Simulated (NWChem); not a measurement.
Everything below was run with NWChem. System: H$_{2}$F$_{2}$Ge, charge 0, spin multiplicity 1, at a geometry optimised with PBE/def2-SVP. The structure started from a generated list of species. Level: TD-PBE/def2-SVP.

NWChem printed:

```
             Northwest Computational Chemistry Package (NWChem) 7.3.0
             --------------------------------------------------------

                                NWChem Input Module
                                -------------------

 Scaling coordinates for geometry "geometry" by  1.889725989
 (inverse scale =  0.529177249)

 Turning off AUTOSYM since
 SYMMETRY directive was detected!

                             Geometry "geometry" -> ""
                             -------------------------

 Output coordinates in angstroms (scale by  1.889725989 to convert to a.u.)

  No.       Tag          Charge          X              Y              Z
 ---- ---------------- ---------- -------------- -------------- --------------
    1 Ge                  32.0000     0.00000000     0.00000000    -0.33715500
    2 F                    9.0000    -1.38966800     0.00000000     0.72354800
    3 F                    9.0000     1.38966800     0.00000000     0.72354800
    4 H                    1.0000     0.00000000     1.33206200    -1.11745000
    5 H                    1.0000     0.00000000    -1.33206200    -1.11745000

 Effective nuclear repulsion energy (a.u.)     219.0632357345

            Nuclear Dipole moment (a.u.)
            ----------------------------
        X                 Y               Z
 ---------------- ---------------- ----------------
     0.0000000000     0.0000000000     0.0000075589

      Symmetry information
      --------------------

 Group name             C2v
 Group number             16
 Group order               4
 No. of unique centers     3

      Symmetry unique atoms

     1    2    4


 Summary of "ao basis" -> "" (spherical)
 ------------------------------------------------------------------------------
       Tag                 Description            Shells   Functions and Types
 ---------------- ------------------------------  ------  ---------------------
 *                          def2-svp                  on all atoms

  pbe96 is a nonlocal functional; adding pw91lda local functional.

                                 NWChem DFT Module
                                 -----------------

 Summary of "ao basis" -> "ao basis" (spherical)
 ------------------------------------------------------------------------------
       Tag                 Description            Shells   Functions and Types
 ---------------- ------------------------------  ------  ---------------------
 Ge                         def2-svp                12       32   5s4p3d
 F                          def2-svp                 6       14   3s2p1d
 H                          def2-svp                 3        5   2s1p

 Summary of "ao basis" -> "ao basis" (spherical)
 ------------------------------------------------------------------------------
       Tag                 Description            Shells   Functions and Types
 ---------------- ------------------------------  ------  ---------------------
 Ge                         def2-svp                12       32   5s4p3d
 F                          def2-svp                 6       14   3s2p1d
 H                          def2-svp                 3        5   2s1p

      Symmetry analysis of basis
      --------------------------

        a1         29
        a2          8
        b1         18
        b2         15

            General Information
            -------------------
          SCF calculation type: DFT
          Wavefunction type:  closed shell.
          No. of atoms     :     5
          No. of electrons :    52
           Alpha electrons :    26
            Beta electrons :    26
          Charge           :     0
          Spin multiplicity:     1
          Use of symmetry is: off; symmetry adaption is: on
          Maximum number of iterations: 100
          AO basis - number of functions:    70
                     number of shells:    30
          Convergence on energy requested:  1.00D-06
          Convergence on density requested:  1.00D-05
          Convergence on gradient requested:  5.00D-04

              XC Information
              --------------
          PerdewBurkeErnzerhof Exchange Functional  1.000
            Perdew 1991 LDA Correlation Functional  1.000 local
[...]
     Occ.   22  b2  ---  Virt.   27  a1   0.07198 X
     Occ.   24  a2  ---  Virt.   28  b1  -0.11307 X
     Occ.   26  b2  ---  Virt.   27  a1  -0.88985 X
     Occ.   26  b2  ---  Virt.   29  a1  -0.43177 X
  ----------------------------------------------------------------------------
  Root   3 singlet a1             0.311191017 a.u.                8.4679 eV
  ----------------------------------------------------------------------------
     Transition Moments    X -0.00000   Y  0.00000   Z  0.04956
     Transition Moments   XX -0.86931  XY -0.00000  XZ  0.00000
     Transition Moments   YY  0.28008  YZ -0.00000  ZZ  0.33361
     Dipole Oscillator Strength                    0.0005095006
     Electric Quadrupole                           0.0000000741
     Magnetic Dipole                               0.0000000000
     Total Oscillator Strength                     0.0005095748

          sigma_e =   1.7796 Angstrom
          sigma_h =   1.5733 Angstrom
         |d_h->e| =   1.2212 Angstrom
            d_exc =   2.7696 Angstrom
            d_CD1 =   1.4276 Angstrom
            d_CD2 =  -0.4552 Angstrom
            d_CD3 =   3.9909 Angstrom
     Pearson C.C. =  -0.0959

     Occ.   23  a1  ---  Virt.   27  a1  -0.38095 X
     Occ.   23  a1  ---  Virt.   29  a1   0.06082 X
     Occ.   25  b1  ---  Virt.   28  b1  -0.91960 X
  ----------------------------------------------------------------------------
  Root   4 singlet b2             0.312785707 a.u.                8.5113 eV
  ----------------------------------------------------------------------------
     Transition Moments    X  0.00000   Y -0.09361   Z  0.00000
     Transition Moments   XX -0.00000  XY -0.00000  XZ -0.00000
     Transition Moments   YY -0.00000  YZ  0.75009  ZZ -0.00000
     Dipole Oscillator Strength                    0.0018270886
     Electric Quadrupole                           0.0000000917
     Magnetic Dipole                               0.0000008453
     Total Oscillator Strength                     0.0018280256

          sigma_e =   1.7902 Angstrom
          sigma_h =   1.5835 Angstrom
         |d_h->e| =   1.2223 Angstrom
            d_exc =   2.7756 Angstrom
            d_CD1 =   1.4291 Angstrom
            d_CD2 =  -0.4646 Angstrom
            d_CD3 =   3.9979 Angstrom
     Pearson C.C. =  -0.0878

     Occ.   22  b2  ---  Virt.   27  a1   0.09671 X
     Occ.   24  a2  ---  Virt.   28  b1  -0.92280 X
     Occ.   26  b2  ---  Virt.   29  a1   0.36622 X
  ----------------------------------------------------------------------------
  Root   5 singlet b1             0.313743752 a.u.                8.5374 eV
  ----------------------------------------------------------------------------
     Transition Moments    X  0.10580   Y  0.00000   Z -0.00000
     Transition Moments   XX -0.00000  XY  0.00000  XZ  0.12283
     Transition Moments   YY -0.00000  YZ -0.00000  ZZ  0.00000
     Dipole Oscillator Strength                    0.0023411191
     Electric Quadrupole                           0.0000000025
     Magnetic Dipole                               0.0000004316
     Total Oscillator Strength                     0.0023415532

          sigma_e =   1.8455 Angstrom
          sigma_h =   1.5779 Angstrom
         |d_h->e| =   1.1771 Angstrom
            d_exc =   2.6372 Angstrom
            d_CD1 =   1.4446 Angstrom
            d_CD2 =  -0.5346 Angstrom
            d_CD3 =   3.8143 Angstrom
     Pearson C.C. =   0.0560

     Occ.   23  a1  ---  Virt.   28  b1  -0.33066 X
     Occ.   25  b1  ---  Virt.   27  a1   0.91211 X
     Occ.   25  b1  ---  Virt.   29  a1  -0.23436 X
  ----------------------------------------------------------------------------
  Root   6 singlet a2             0.315255766 a.u.                8.5785 eV
  ----------------------------------------------------------------------------
     Transition Moments    X  0.00000   Y -0.00000   Z -0.00000
     Transition Moments   XX  0.00000  XY -0.25464  XZ  0.00000
     Transition Moments   YY -0.00000  YZ  0.00000  ZZ -0.00000
     Dipole Oscillator Strength                    0.0000000000
     Electric Quadrupole                           0.0000000108
     Magnetic Dipole                               0.0000000751
     Total Oscillator Strength                     0.0000000859

          sigma_e =   1.8295 Angstrom
          sigma_h =   1.5383 Angstrom
         |d_h->e| =   1.0192 Angstrom
            d_exc =   2.6024 Angstrom
            d_CD1 =   1.3104 Angstrom
            d_CD2 =  -0.6647 Angstrom
            d_CD3 =   3.6216 Angstrom
     Pearson C.C. =  -0.0036

     Occ.   24  a2  ---  Virt.   27  a1   0.99418 X
     Occ.   24  a2  ---  Virt.   29  a1  -0.06950 X
     Occ.   26  b2  ---  Virt.   28  b1  -0.06683 X
  ----------------------------------------------------------------------------
  Root   7 singlet a1             0.321710763 a.u.                8.7542 eV
  ----------------------------------------------------------------------------
     Transition Moments    X  0.00000   Y  0.00000   Z  0.46952
     Transition Moments   XX -0.24244  XY  0.00000  XZ  0.00000
     Transition Moments   YY -0.46943  YZ -0.00000  ZZ  0.04588
     Dipole Oscillator Strength                    0.0472803922
     Electric Quadrupole                           0.0000000118
     Magnetic Dipole                               0.0000000000
     Total Oscillator Strength                     0.0472804040

          sigma_e =   1.8023 Angstrom
          sigma_h =   1.5991 Angstrom
         |d_h->e| =   0.8237 Angstrom
            d_exc =   2.5345 Angstrom
            d_CD1 =   1.0269 Angstrom
            d_CD2 =  -0.8770 Angstrom
            d_CD3 =   3.3582 Angstrom
     Pearson C.C. =   0.0105

     Occ.   20  b1  ---  Virt.   28  b1   0.13039 X
     Occ.   21  a1  ---  Virt.   27  a1   0.10792 X
     Occ.   23  a1  ---  Virt.   27  a1   0.90233 X
     Occ.   23  a1  ---  Virt.   29  a1   0.08610 X
     Occ.   25  b1  ---  Virt.   28  b1  -0.35935 X
     Occ.   26  b2  ---  Virt.   30  b2   0.14005 X
  ----------------------------------------------------------------------------
  Root   8 singlet b2             0.322835356 a.u.                8.7848 eV
  ----------------------------------------------------------------------------
     Transition Moments    X -0.00000   Y -0.87020   Z  0.00000
     Transition Moments   XX -0.00000  XY -0.00000  XZ -0.00000
     Transition Moments   YY -0.00000  YZ  1.92499  ZZ  0.00000
     Dipole Oscillator Strength                    0.1629767470
     Electric Quadrupole                           0.0000006639
     Magnetic Dipole                               0.0000027293
     Total Oscillator Strength                     0.1629801402

          sigma_e =   1.8620 Angstrom
          sigma_h =   1.6845 Angstrom
         |d_h->e| =   1.3025 Angstrom
            d_exc =   2.7436 Angstrom
            d_CD1 =   1.4800 Angstrom
            d_CD2 =  -0.4707 Angstrom
            d_CD3 =   4.0461 Angstrom
     Pearson C.C. =   0.0755

     Occ.   21  a1  ---  Virt.   30  b2   0.05524 X
     Occ.   22  b2  ---  Virt.   27  a1   0.18048 X
     Occ.   22  b2  ---  Virt.   29  a1  -0.25991 X
     Occ.   23  a1  ---  Virt.   30  b2  -0.06435 X
     Occ.   24  a2  ---  Virt.   28  b1   0.36310 X
     Occ.   26  b2  ---  Virt.   27  a1  -0.39155 X
     Occ.   26  b2  ---  Virt.   29  a1   0.77734 X
     Occ.   26  b2  ---  Virt.   31  a1   0.05750 X

              Target root =      1
          Target symmetry = none
      Ground state energy =  -2277.022615454458
        Excitation energy =      0.283306661152
     Excited state energy =  -2276.739308793306

  stored tddft:energy   -2276.7393087933065

 Task  times  cpu:       38.8s     wall:       38.8s

 Total times  cpu:       38.8s     wall:       38.8s
```

Task: Write an NWChem input that would produce this output.

Result: One answer among several that fit: 
```
start mol
memory heap 200 mb stack 900 mb global 1100 mb
geometry units angstroms nocenter noautoz
  Ge     0.000000     0.000000    -0.337155
  F     -1.389668     0.000000     0.723548
  F      1.389668     0.000000     0.723548
  H      0.000000     1.332062    -1.117450
  H      0.000000    -1.332062    -1.117450
  symmetry group C2v
end
basis spherical
  * library def2-svp
end
dft
  xc xpbe96 cpbe96
  semidirect memsize 60000000 filesize 0
  iterations 100
end
tddft
  rpa
  nroots 8
  notriplet
  thresh 1e-4
end
task tddft energy
```
